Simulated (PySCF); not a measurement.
# Field gradients at the hydrogen positions

Species: C4H9NOSi.
Cartesian coordinates in Å at the GFN2-xTB level; atoms count from 1:
```xyz
16
C4H9NOSi angstrom
C      2.3612    0.0384    0.5030
C      1.0806   -0.5724   -0.0269
O      1.0726   -1.3199   -0.9813
C     -0.1400   -0.1399    0.6777
C     -1.3995   -0.9642    0.4035
N     -2.2156    0.1103   -0.1547
Si    -1.0183    1.3271   -0.2465
H      2.6424   -0.4758    1.4209
H      2.2161    1.0919    0.7299
H      3.1628   -0.0824   -0.2211
H      0.0468    0.0541    1.7293
H     -1.8549   -1.3927    1.3006
H     -1.1959   -1.7620   -0.3159
H     -3.0795   -0.0967   -0.6283
H     -0.4009    1.6932   -1.5206
H     -1.2855    2.4998    0.5863
```

Level: PBE0/pcSseg-1 (PySCF, non-relativistic); Q(2H) = 0.00286 b; rigid geometry, the same for H and D, with no vibrational averaging.

Question: Rank these positions by the coupling χzz of a deuteron there, largest first.
A. H14 (N–H hydrogen)
B. H8 (methyl hydrogen)
C. H16 (Si–H hydrogen)
D. H11 (methine hydrogen)
E. H12 (methylene hydrogen)
F. H13 (methylene hydrogen)

Answer: A (288 kHz), D (216 kHz), B (210 kHz), E (201 kHz), F (195 kHz), C (107 kHz).

Question: What are Vzz, η and χzz (234.96 MHz × Q × Vzz) at all hydrogens?

Answer: 
```tsv
atom	bonded to	bond length (Å)	Vzz (au)	η	χzz (kHz)
H8	C1	1.089	0.3132	0.02	210
H9	C1	1.087	0.3150	0.03	212
H10	C1	1.087	0.3136	0.00	211
H11	C4	1.086	0.3217	0.07	216
H12	C5	1.093	0.2994	0.03	201
H13	C5	1.093	0.2898	0.05	195
H14	N6	1.007	0.4284	0.16	288
H15	Si7	1.462	0.1587	0.03	107
H16	Si7	1.463	0.1598	0.03	107
```

Question: Average by the element that carries the hydrogen.

Answer: on C: 208 kHz over 6 positions, mean bond length 1.089 Å; on N: 288 kHz over 1 position, mean bond length 1.007 Å; on Si: 107 kHz over 2 positions, mean bond length 1.463 Å.

Geometry: GFN2-xTB, one conformer, isolated molecule. GFN2-xTB bond lengths can be off by several hundredths of an ångström, more for odd bonds, and the gradients follow them. With a basis this small, the couplings can be 20 % off.
